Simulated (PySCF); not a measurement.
Working out the ionisation energy of Br

Br [Ar] 3d10 4s2 4p5 (2P) → Br⁺ [Ar] 3d10 4s2 4p4 (3P). Computed with PySCF 2.14 in x2c-TZVPall, with the spin-free X2C one-electron Hamiltonian (Gaussian nucleus). Frozen: [Ar] 3d10. Energies in hartree (1 hartree = 27.21139 eV):

| part | Br (lower) | Br⁺ (upper) |
| --- | --- | --- |
| UHF | -2604.414876 | -2604.020861 |
| CCSD correlation | -0.153221 | -0.123116 |
| (T) | -0.004489 | -0.003229 |

Task: What does Hartree-Fock give?

Result: (-2604.020861) − (-2604.414876) = 0.394015 hartree = 10.722 eV.

Task: What do CCSD and CCSD(T) give?

Result: The CCSD correlation energies differ by 0.030105 hartree = 0.819 eV and the triples by 0.001260 hartree = 0.034 eV, so CCSD gives 11.541 eV and CCSD(T) 11.575 eV.

Measured between the centres of the two terms (NIST): 11.844 eV, so CCSD(T) (valence) is off by -0.269 eV.

What remains against the reference includes basis incompleteness, the frozen core and higher excitations.
